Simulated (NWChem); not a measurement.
Everything below was run with NWChem. System: C₂H₂Br₂, charge 0, spin multiplicity 1, at a geometry optimised with PBE0/def2-SVP. The structure started from a generated list of species. Level: MP2/def2-TZVP, 20 core orbitals frozen.

Job file:

```
start mol
memory heap 200 mb stack 800 mb global 1000 mb
geometry units angstroms nocenter noautoz
  Br    -1.753345     0.000000     0.274881
  C     -0.666424     0.000000    -1.239472
  C      0.666424     0.000000    -1.239472
  Br     1.753345     0.000000     0.274881
  H     -1.215093     0.000000    -2.183996
  H      1.215093     0.000000    -2.183996
  symmetry group C2v
end
basis spherical
  * library def2-tzvp
end
scf
  rhf
  nopen 0
  maxiter 100
  thresh 1e-7
  semidirect memsize 60000000 filesize 0
end
mp2
  freeze core 20
end
task mp2 energy
```

Part of the output:

```
             Northwest Computational Chemistry Package (NWChem) 7.3.0
             --------------------------------------------------------

                                NWChem Input Module
                                -------------------

 Scaling coordinates for geometry "geometry" by  1.889725989
 (inverse scale =  0.529177249)

 Turning off AUTOSYM since
 SYMMETRY directive was detected!

                             Geometry "geometry" -> ""
                             -------------------------

 Output coordinates in angstroms (scale by  1.889725989 to convert to a.u.)

  No.       Tag          Charge          X              Y              Z
 ---- ---------------- ---------- -------------- -------------- --------------
    1 Br                  35.0000    -1.75334500     0.00000000     0.27488100
    2 C                    6.0000    -0.66642400     0.00000000    -1.23947200
    3 C                    6.0000     0.66642400     0.00000000    -1.23947200
    4 Br                  35.0000     1.75334500     0.00000000     0.27488100
    5 H                    1.0000    -1.21509300     0.00000000    -2.18399600
    6 H                    1.0000     1.21509300     0.00000000    -2.18399600

 Effective nuclear repulsion energy (a.u.)     429.6170865199

            Nuclear Dipole moment (a.u.)
            ----------------------------
        X                 Y               Z
 ---------------- ---------------- ----------------
     0.0000000000     0.0000000000     0.0000264562

      Symmetry information
      --------------------

 Group name             C2v
 Group number             16
 Group order               4
 No. of unique centers     3

      Symmetry unique atoms

     1    2    5


 Summary of "ao basis" -> "" (spherical)
 ------------------------------------------------------------------------------
       Tag                 Description            Shells   Functions and Types
 ---------------- ------------------------------  ------  ---------------------
 *                         def2-tzvp                  on all atoms

 Summary of "ao basis" -> "ao basis" (spherical)
 ------------------------------------------------------------------------------
       Tag                 Description            Shells   Functions and Types
 ---------------- ------------------------------  ------  ---------------------
 Br                        def2-tzvp                16       48   6s5p4d1f
 C                         def2-tzvp                11       31   5s3p2d1f
 H                         def2-tzvp                 4        6   3s1p

                                 NWChem SCF Module
                                 -----------------

  ao basis        = "ao basis"
  functions       =   170
  atoms           =     6
  closed shells   =    42
  open shells     =     0
  charge          =   0.00
  wavefunction    = RHF
  use symmetry    = T
  symmetry adapt  = T

 Summary of "ao basis" -> "ao basis" (spherical)
 ------------------------------------------------------------------------------
       Tag                 Description            Shells   Functions and Types
 ---------------- ------------------------------  ------  ---------------------
 Br                        def2-tzvp                16       48   6s5p4d1f
 C                         def2-tzvp                11       31   5s3p2d1f
 H                         def2-tzvp                 4        6   3s1p

      Symmetry analysis of basis
      --------------------------

        a1         58
[...]
  ----- ------------  ---------------      ----- ------------  ---------------
   161      2.302463  5 H  s                167      2.302463  6 H  s
    53     -1.238855  2 C  s                 84     -1.238855  3 C  s
    62      0.911409  2 C  pz                93      0.911409  3 C  pz
    60      0.527385  2 C  px                91     -0.527385  3 C  px
    19     -0.391427  1 Br px               129      0.391427  4 Br px

 center of mass
 --------------
 x =   0.00000000 y =   0.00000000 z =   0.09950042

 moments of inertia (a.u.)
 ------------------
         207.289479547298           0.000000000000           0.000000000000
           0.000000000000        2010.664483068673           0.000000000000
           0.000000000000           0.000000000000        1803.375003521375

  Mulliken analysis of the total density
  --------------------------------------

    Atom       Charge   Shell Charges
 -----------   ------   -------------------------------------------------------
    1 Br  35    35.03   2.00  2.00  1.16  0.78  1.00  0.95  6.00  5.94  1.25  2.73  1.15  8.99  1.02  0.00  0.05  0.01
    2 C    6     6.14   0.85  1.12  0.50  0.62  0.07  1.18  1.38  0.29  0.02  0.10  0.01
    3 C    6     6.14   0.85  1.12  0.50  0.62  0.07  1.18  1.38  0.29  0.02  0.10  0.01
    4 Br  35    35.03   2.00  2.00  1.16  0.78  1.00  0.95  6.00  5.94  1.25  2.73  1.15  8.99  1.02  0.00  0.05  0.01
    5 H    1     0.83   0.26  0.48  0.07  0.02
    6 H    1     0.83   0.26  0.48  0.07  0.02

       Multipole analysis of the density wrt the origin
       ------------------------------------------------

     L   x y z        total         open         nuclear
     -   - - -        -----         ----         -------
     0   0 0 0      0.000000      0.000000     84.000000

     1   1 0 0      0.000000      0.000000      0.000000
     1   0 1 0      0.000000      0.000000      0.000000
     1   0 0 1     -0.772078      0.000000      0.000026

     2   2 0 0    -36.790589      0.000000    798.053102
     2   1 1 0     -0.000000      0.000000      0.000000
     2   1 0 1      0.000000      0.000000      0.000000
     2   0 2 0    -37.875268      0.000000      0.000000
     2   0 1 1      0.000000      0.000000      0.000000
     2   0 0 2    -31.748318      0.000000    118.789085

                   NWChem MP2 Semi-direct Energy/Gradient Module
                   ---------------------------------------------

  Basis functions       =    170
  Molecular orbitals    =    170
  Frozen core           =     20
  Frozen virtuals       =      0
  Active alpha occupied =     22
  Active beta occupied  =     22
  Active alpha virtual  =    128
  Active beta virtual   =    128
  Use MO symmetry       = T
  Use skeleton AO sym   = T

  AO/Fock/Back tols     =   1.0D-09  1.0D-09  1.0D-09

 GA uses MA = F    GA memory limited = T

 Available:
  local mem=  1.15D+08
 global mem=  1.31D+08
 local disk=  0.00D+00
  mp2_memr nvloc                   128
  nvloc new                   128
   1 passes of  22:        5242880                     199699                 132300613.
   1 passes of  22: M    114677706           G      131014200           F     109434826.
  mp2_memr nvloc                   128
  nvloc new                   128
   2 passes of  11:        5242880                     129327                  66175019.
   2 passes of  11: M    114677706           G      131014200           F     109434826.

 Semi-direct pass number   1 of   2  for RHF alpha+beta  at       15.0s
  vrange nnbf                 13813
  mp2_eaftype                   252  avail_ma_in_mb                   999
 EAF : mp2_eaftype filesize         252   33087510.
  mp2_eaf for mointskh                    252
Node 0 wrote    155.6 Mb in      0.6 s     Agg I/O rate:   247.0 Mb/s
 Done moints_semi at       49.6s
  mp2_eaftype                   252  avail_ma_in_mb                   747
 EAF : mp2_eaftype filesize         252   33087510.
  mp2_eaf for kh                   252
 Done maket at       50.5s
 Semi-direct pass number   2 of   2  for RHF alpha+beta  at       50.5s
  vrange nnbf                 13813
  mp2_eaftype                   252  avail_ma_in_mb                   747
 EAF : mp2_eaftype filesize         252   33087510.
  mp2_eaf for mointskh                    252
Node 0 wrote    155.6 Mb in      0.2 s     Agg I/O rate:   762.6 Mb/s
 Done moints_semi at       82.0s
  mp2_eaftype                   252  avail_ma_in_mb                   747
 EAF : mp2_eaftype filesize         252   33087510.
  mp2_eaf for kh                   252
 Done maket at       82.8s
 Done multipass loop at       82.8s

          -------------------------------------------
          SCF energy               -5221.724847990236
          Correlation energy          -0.869739805139
          Singlet pairs               -0.496104266164
          Triplet pairs               -0.373635538974
          Total MP2 energy         -5222.594587795375
          -------------------------------------------

          ---------------------------------------------------
                    Spin Component Scaled (SCS) MP2
          Same spin pairs                     -0.249090359316
          Same spin scaling factor             0.333333333333
          Opposite spin pairs                 -0.620649445822
          Opposite spin scaling fact.          1.200000000000
          SCS-MP2 correlation energy          -0.827809454759
          Total SCS-MP2 energy             -5222.552657444994
          ---------------------------------------------------

 -----------------------
 Performance information
 -----------------------

 Timer overhead =  2.35D-07 seconds/call

               Nr. of calls         CPU time (s)                 Wall time (s)                GFlops
             ---------------    -------------------     ------------------------------   -------------------
Name         Min   Avg   Max    Min     Avg     Max     Min     Avg     Max   Mx/calls   Min     Max     Sum
mp2: moin     2     2     2    66.     66.     66.      66.     66.     66.     33.      0.0     0.0     0.0
mp2: make     2     2     2    1.7     1.7     1.7      1.7     1.7     1.7    0.83      0.0     0.0     0.0
mp2: tota     1     1     1    68.     68.     68.      68.     68.     68.     68.      0.0     0.0     0.0

 The average no. of pstat calls per process was 5.00D+00
 with a timing overhead of 1.17D-06s

 Task  times  cpu:       82.8s     wall:       82.8s

 Total times  cpu:       82.8s     wall:       82.8s
```
